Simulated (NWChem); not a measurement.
NaOH; SMILES [OH][Na]

```xyz
3

Na    -0.0662    -0.9541     0.0000
O      0.1328     0.9646     0.0000
H      0.2309     1.9106     0.0000
```
Atoms are numbered in this order, from 1.

Program: NWChem. Pople sets run with spherical d functions. STO-3G and 3-21G are far too small for this property and stand as cheap habits. The geometry was optimised at PBE0-D3(BJ)/def2-TZVP. Vertical excitations in the gas phase; the lowest state need not have the same character in each row.

```csv
level,basis functions,"lowest excitation, singlet (eV)",oscillator strength of that lowest state,orbital gap (eV),relative time
"PBE/3-21G, TDA",24,1.22,0.028,1.26,1
"PBE/6-31G*, TDA",34,1.36,0.018,1.40,2
"PBE/6-31+G*, TDA",42,1.87,0.010,1.88,3
"PBE/def2-SVP, TDA",34,1.52,0.017,1.55,1
"PBE/def2-SVPD, TDA",49,2.01,0.010,2.01,2
"PBE/def2-TZVP, TDA",69,1.81,0.014,1.82,6
"PBE/aug-cc-pVDZ, TDA",59,1.93,0.011,1.93,10
"PBE/def2-TZVPD, TDA",84,2.04,0.011,2.04,6
```

Relative times are rough (shared machine, one core).
